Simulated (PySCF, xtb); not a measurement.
5-methylidene-2H-1,3-oxazole (C4H5NO), SMILES C1(C=NCO1)=C. The values are those of a single conformer.

Harmonic wavenumbers (cm⁻¹) from GFN2-xTB (xtb) at its own minimum, in rising order: 182, 337, 346, 607, 671, 682, 815, 817, 872, 909, 935, 991, 1018, 1027, 1123, 1166, 1230, 1278, 1379, 1446, 1641, 1702, 2882, 2923, 3138, 3149, 3176.

### Question
What does PBE-D3(BJ)/def2-SVP (PySCF 2.14.0) give at its own minimum? (The exact figures need the calculation; the answer reports its results.)

### Answer
176, 349, 351, 627, 668, 693, 775, 797, 874, 907, 925, 982, 1017, 1035, 1154, 1211, 1264, 1341, 1360, 1416, 1623, 1674, 2944, 2984, 3112, 3121, 3220. Paired by order, the mean absolute difference is 24 cm⁻¹ and the zero-point energies are 52.1 and 52.3 kcal/mol.
